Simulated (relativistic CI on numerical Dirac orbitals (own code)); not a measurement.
## Electric-dipole lines of Ba XXXV

Computed by Dirac-Coulomb-Breit CI, separate exchange-only KLI orbitals for each configuration, model QED (radiative potential, 1s self-energy scaled to tabulated hydrogen-like ionisation energies), unscaled Slater integrals (own radial code, finite nucleus).

CI space (outside the closed core [Ne]): 3s²3p⁶3d⁴, 3s²3p⁵3d⁵, 3s3p⁶3d⁵, 3s²3p⁶3d³4s, 3s²3p⁶3d³4p, 3s²3p⁶3d³4d, 3s²3p⁵3d⁴4s, 3s²3p⁶3d³4f, 3s²3p⁵3d⁴4p, 3s3p⁶3d⁴4s, 3p⁶3d⁵4p, 3s²3p⁶3d²4s4p, 3s3p⁶3d⁴4p, 3s²3p⁶3d³5s, 3s²3p⁶3d³5p, 3s3p⁶3d⁴4d, 3s²3p⁶3d³5d, 3s²3p⁶3d³5g, 3s²3p⁶3d³6s, 3p⁶3d⁶, 3p⁵3d⁷, 3p⁵3d⁶4s, 3p⁶3d⁵4s, 3p⁵3d⁵4s², 3s²3p⁶3d²4s², 3s²3p⁶3d4s²4p, 3s²3p⁶3d4s²4d, 3s²3p⁶3d²4p², 3s²3p⁶3d4s4p², 3s²3p⁶3d4p³, 3s²3p⁶3d4p²4d, 3s²3p⁵3d²4s4p², 3s²3p⁶3d²4s4d, 3s²3p⁶3d4s4p4d, 3s²3p⁶3d4s4d², 3s²3p⁵3d²4s²4d, 3s3p⁶3d³4s², 3s3p⁶3d²4s²4p, 3s3p⁶3d²4s²4d. Double excitations out of closed p, d and f shells are left out; levels of such configurations are missing from the list, as are those of other unlisted configurations, and high levels can miss mixing partners. These lack a partner that the ground configuration has and come out too high: 3s²3p⁵3d⁴4p.

```csv
λ vac (nm),Lower,Upper,A (s⁻¹),gf,Branching (%)
1.2798,3s²3p⁶3d⁴ ³F4 [4],3s²3p⁶3d³4p ³F°4 [393],2.14e+12,4.73e-01,71.3
3.6611,3s²3p⁶3d⁴ ³H5 [10],3s²3p⁵3d⁵ ³G°4 [216],8.86e+11,1.60e+00,42.5
3.7066,3s²3p⁶3d⁴ ⁵D4 [7],3s²3p⁵3d⁵ ⁵P°3 [207],7.92e+11,1.14e+00,41.1
3.7078,3s²3p⁶3d⁴ ³G4 [13],3s²3p⁵3d⁵ ³D°3 [217],5.55e+11,8.01e-01,34.0
3.7357,3s²3p⁶3d⁴ ³H6 [12],3s²3p⁵3d⁵ ³G°5 [211],1.56e+12,3.59e+00,70.2
3.7608,3s²3p⁶3d⁴ ³F4 [4],3s²3p⁵3d⁵ ³G°3 [190],4.42e+11,6.56e-01,31.5
3.7695,3s²3p⁶3d⁴ ³F4 [4],3s²3p⁵3d⁵ ³F°3 [188],4.02e+11,5.99e-01,29.0
3.7766,3s²3p⁶3d⁴ ¹I6 [21],3s²3p⁵3d⁵ ¹H°5 [226],1.85e+12,4.34e+00,92.5
3.7803,3s²3p⁶3d⁴ ³G5 [19],3s²3p⁵3d⁵ ³F°4 [225],1.63e+12,3.14e+00,79.6
3.8293,3s²3p⁶3d⁴ ³F4 [22],3s²3p⁵3d⁵ ¹F°3 [223],7.51e+11,1.16e+00,39.8
3.8498,3s²3p⁶3d⁴ ¹G4 [28],3s²3p⁵3d⁵ ³D°3 [239],8.98e+11,1.40e+00,52.2
3.8519,3s²3p⁶3d⁴ ³G5 [19],3s²3p⁵3d⁵ ³G°5 [221],4.05e+11,9.92e-01,39.6
3.8728,3s²3p⁶3d⁴ ³F4 [4],3s²3p⁵3d⁵ ⁵P°3 [175],5.50e+11,8.65e-01,34.9
3.8831,3s²3p⁶3d⁴ ¹I6 [21],3s²3p⁵3d⁵ ³H°6 [218],1.29e+12,3.78e+00,83.7
3.8928,3s²3p⁶3d⁴ ³F4 [32],3s²3p⁵3d⁵ ³F°4 [240],1.00e+12,2.05e+00,73.4
3.8958,3s²3p⁶3d⁴ ¹G4 [28],3s²3p⁵3d⁵ ¹G°4 [237],9.77e+11,2.00e+00,79.6
3.9496,3s²3p⁶3d⁴ ⁵D2 [3],3s²3p⁵3d⁵ ⁵P°2 [174],5.28e+11,6.17e-01,31.4
3.9912,3s²3p⁶3d⁴ ⁵D3 [5],3s²3p⁵3d⁵ ⁵P°2 [174],6.08e+11,7.26e-01,36.2
3.9938,3s²3p⁶3d⁴ ³F2 [8],3s²3p⁵3d⁵ ³F°2 [181],5.30e+11,6.33e-01,33.2
3.9945,3s²3p⁶3d⁴ ³H5 [10],3s²3p⁵3d⁵ ³F°4 [185],3.04e+11,6.54e-01,44.6
4.0076,3s²3p⁶3d⁴ ³H6 [12],3s²3p⁵3d⁵ ³K°6 [187],4.64e+11,1.45e+00,67.5
4.0113,3s²3p⁶3d⁴ ³G4 [13],3s²3p⁵3d⁵ ³G°4 [192],6.00e+11,1.30e+00,68.5
4.0262,3s²3p⁶3d⁴ ⁵D4 [7],3s²3p⁵3d⁵ ⁵P°3 [175],4.17e+11,7.10e-01,26.5
4.0606,3s²3p⁶3d⁴ ³H5 [10],3s²3p⁵3d⁵ ³F°4 [178],3.08e+11,6.85e-01,35.2
4.0758,3s²3p⁶3d⁴ ³H6 [12],3s²3p⁵3d⁵ ³H°6 [180],4.52e+11,1.46e+00,79.0
4.0821,3s²3p⁶3d⁴ ³H5 [10],3s²3p⁵3d⁵ ³H°5 [176],3.66e+11,1.01e+00,54.5
4.5396,3s²3p⁶3d⁴ ⁵D1 [2],3s²3p⁵3d⁵ ⁵P°1 [115],3.90e+11,3.61e-01,32.9
4.6574,3s²3p⁶3d⁴ ⁵D2 [3],3s²3p⁵3d⁵ ⁵P°1 [115],5.76e+11,5.62e-01,48.7
4.8206,3s²3p⁶3d⁴ ¹I6 [21],3s²3p⁵3d⁵ ¹H°5 [159],3.90e+11,1.49e+00,67.5
4.8384,3s²3p⁶3d⁴ ⁵D4 [7],3s²3p⁵3d⁵ ³H°4 [121],3.36e+11,1.06e+00,57.1
4.8542,3s²3p⁶3d⁴ ³F4 [4],3s²3p⁵3d⁵ ³F°4 [97],2.68e+11,8.51e-01,84.2
4.8602,3s²3p⁶3d⁴ ⁵D1 [2],3s²3p⁵3d⁵ ⁵F°1 [81],4.15e+11,4.40e-01,67.0
4.8672,3s²3p⁶3d⁴ ³H6 [12],3s²3p⁵3d⁵ ³G°5 [130],2.75e+11,1.07e+00,61.5
4.8711,3s²3p⁶3d⁴ ⁵D3 [5],3s²3p⁵3d⁵ ³G°3 [99],2.11e+11,5.26e-01,56.3
4.8977,3s²3p⁶3d⁴ ³F4 [4],3s²3p⁵3d⁵ ³G°4 [95],1.38e+11,4.47e-01,80.5
4.9051,3s²3p⁶3d⁴ ³P0 [1],3s²3p⁵3d⁵ ³D°1 [58],3.76e+11,4.06e-01,94.3
4.9089,3s²3p⁶3d⁴ ⁵D3 [5],3s²3p⁵3d⁵ ⁵D°2 [96],3.71e+11,6.70e-01,68.3
4.9322,3s²3p⁶3d⁴ ³F4 [4],3s²3p⁵3d⁵ ³F°4 [93],1.34e+11,4.39e-01,58.2
4.9606,3s²3p⁶3d⁴ ³H5 [10],3s²3p⁵3d⁵ ³G°5 [119],3.08e+11,1.25e+00,67.6
4.9763,3s²3p⁶3d⁴ ⁵D2 [3],3s²3p⁵3d⁵ ⁵F°3 [83],1.88e+11,4.89e-01,65.5
5.0358,3s²3p⁶3d⁴ ⁵D3 [5],3s²3p⁵3d⁵ ³G°4 [85],2.20e+11,7.54e-01,84.8
5.0436,3s²3p⁶3d⁴ ³H6 [12],3s²3p⁵3d⁵ ³H°6 [116],3.31e+11,1.64e+00,83.2
5.1539,3s²3p⁶3d⁴ ¹I6 [21],3s²3p⁵3d⁵ ³H°6 [140],2.25e+11,1.16e+00,72.4
5.1548,3s²3p⁵3d⁵ ⁵H°7 [46],3s3p⁶3d⁵ ⁵G6 [254],4.17e+11,2.16e+00,51.8
5.4266,3s²3p⁶3d⁴ ³H6 [12],3s²3p⁵3d⁵ ³I°7 [86],1.35e+11,8.92e-01,98.7
```

Terms are leading LS components. Brackets give the number of a level in order of energy, since labels repeat. The list gives strong lines, with weight on those to low levels, without lines whose two gauges differ by over a factor of 2.5, among the lowest 400 of 7752 levels, so that lines to higher ones, which can be the strongest, are missing. Levels whose partners in the same complex of configurations lie outside the list can be far off, and so can their lines. Rates are taken at the computed energies, electric ones in the length gauge.

At this charge energies of transitions that change n are usually good to better than 1 %, and those within a shell (Δn = 0) to a few per cent. Terms inside the open d or f shell come out 10 to 20 % too wide with unscaled integrals.

LS names give the leading component of a level, which can be under half, so a name can repeat, a term be missing and a line seem to break the LS rules.
